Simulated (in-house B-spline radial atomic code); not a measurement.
Ge⁻. Computed with a B-spline radial atomic code. Model: all-electron spherical atom, spin shells full or empty, radial basis limit, no spin-orbit coupling: exact exchange with a local potential (Slater, KLI or optimised effective potential, whose far tail is KLI's), no correlation.

Anion configuration assumed.

Exchange potential has not reached -1/r at the last radius.

The run also made RPA and GW results, which its time includes.

The Slater potential averages the orbital exchange potentials with the orbital densities as weights, KLI adds orbital constants, and the optimised effective potential minimises the exact-exchange energy among local potentials. So their energies lie above Hartree-Fock in the order OEP, KLI, Slater. All fall off as −1/r, unlike LDA and GGA exchange.

Command:
```bash
python run_gw.py task.json out
```
Settings (lengths in bohr, energies in hartree):
```
Z                      32
electrons              33
configuration          [Ar] 3d10 4s2 4p3
hamiltonian            nr
method                 kli
lmax                   9
spin_polarised         True
box_radius             60
intervals              82
```

Time taken, with all properties: 16 s on 1 thread of Arm Neoverse N1, on a shared host.

Given: hamiltonian non-relativistic; mean-field start exchange-only KLI.

Computed: energy above Hartree-Fock 15.906 millihartree; virial ratio -E/T less 1 0.000615.

| radius (bohr) | r times exchange potential up (hartree bohr) | r times exchange potential down (hartree bohr) |
| --- | --- | --- |
| 0.00156 | -0.039039 | -0.039087 |
| 0.00199 | -0.049734 | -0.049795 |
| 0.00254 | -0.063348 | -0.063426 |
| 0.00323 | -0.080301 | -0.0804 |
| 0.00412 | -0.1019 | -0.10203 |
| 0.00525 | -0.12883 | -0.129 |
| 0.00668 | -0.16195 | -0.16216 |
| 0.00852 | -0.20276 | -0.20302 |
| 0.0109 | -0.25211 | -0.25244 |
| 0.0138 | -0.30656 | -0.30698 |
| 0.0176 | -0.36805 | -0.36857 |
| 0.0224 | -0.42987 | -0.43052 |
| 0.0286 | -0.48556 | -0.48638 |
| 0.0364 | -0.52324 | -0.52423 |
| 0.0464 | -0.53459 | -0.53573 |
| 0.0592 | -0.52578 | -0.527 |
| 0.0754 | -0.54532 | -0.54658 |
| 0.096 | -0.64499 | -0.64669 |
| 0.122 | -0.78646 | -0.78914 |
| 0.156 | -0.89877 | -0.90295 |
| 0.199 | -0.91882 | -0.92514 |
| 0.253 | -0.83715 | -0.84628 |
| 0.322 | -0.81207 | -0.82297 |
| 0.411 | -1.0272 | -1.0392 |
| 0.524 | -1.2598 | -1.2759 |
| 0.667 | ? | ? |
| 0.85 | -1.2509 | -1.2836 |
| 1.08 | -1.0261 | -1.064 |
| 1.38 | -0.85462 | -0.83759 |
| 1.76 | -0.94319 | -0.78633 |
| 2.24 | -1.1155 | -0.86754 |
| 2.85 | -1.2287 | -0.94383 |
| 3.64 | -1.2615 | -0.98298 |
| 4.63 | -1.2316 | -0.99633 |
| 5.9 | ? | ? |
| 7.52 | -1.1137 | -0.99998 |
| 9.58 | -1.069 | -1 |

**Question.** What belongs in the row 0.667?

**Answer.** r times exchange potential up (hartree bohr): -1.3479; r times exchange potential down (hartree bohr): -1.3712.

**Question.** What belongs in the row 5.9?

**Answer.** r times exchange potential up (hartree bohr): -1.1728; r times exchange potential down (hartree bohr): -0.99953.

```csv
occupied,level (hartree),Hartree-Fock level (hartree)
1s up,-396.65,-404.99
1s down,-396.67,-404.99
2s up,-48.961,-51.899
2s down,-48.992,-51.898
2p up,-43.574,-45.987
2p down,-43.601,-45.983
3s up,?,?
3s down,?,?
3p up,-4.1196,-4.9151
3p down,-4.151,-4.9053
3d up,-1.0041,-1.3853
3d down,-1.0306,-1.3811
4s up,-0.30208,-0.41431
4s down,-0.22884,-0.22675
4p up,-0.057936,-0.059927
```

**Question.** What belongs in the row 3s up?

**Answer.** level (hartree): -5.9121; Hartree-Fock level (hartree): -6.9416.

**Question.** What belongs in the row 3s down?

**Answer.** level (hartree): -5.9444; Hartree-Fock level (hartree): -6.9358.

```csv
empty,level (hartree)
5s up,-6.4931e-05
```

The highest level, 4p up, differs from Hartree-Fock by +0.054 eV and the deepest, 1s down, by +226 eV: a local potential can match the highest level but can't give each shell its own exchange.
